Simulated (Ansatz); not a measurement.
A structure relaxed at B3LYP-D4/def2-SVP in Ansatz, charge 1, singlet:

| atom | x (Å) | y (Å) | z (Å) |
| --- | --- | --- | --- |
| Ti1 | 0.098 | 1.419 | 0.484 |
| Ti2 | -0.324 | 1.378 | -1.315 |
| Ti3 | -1.078 | -1.042 | -0.079 |
| Ti4 | -0.145 | -1.198 | 1.509 |
| Al5 | 1.448 | -0.556 | -0.598 |

(1) Give its formula and point group.

(2) Summarise the bond lengths by kind (pairs closer than 1.2 times the sum of covalent radii, bridged metal pairs left out).

## Answers

(1) the cluster Ti4Al⁺. Point group C2 (tolerance 0.1 Å).

(2) 6 × Ti–Ti 1.85 to 3.83 Å; 4 × Al–Ti 2.62 to 2.72 Å.

The restricted singlet is unstable towards broken spin symmetry in Hartree–Fock (as tested in another run); at B3LYP-D4/def2-SVP this wasn't settled. The relaxation made no stability test and no search for a lower SCF solution. No other spin state of charge 1 was run. Another isomer (singlet) lies 0.28 eV lower at PBE0-D4/def2-TZVP; other spin states weren't run for this one.
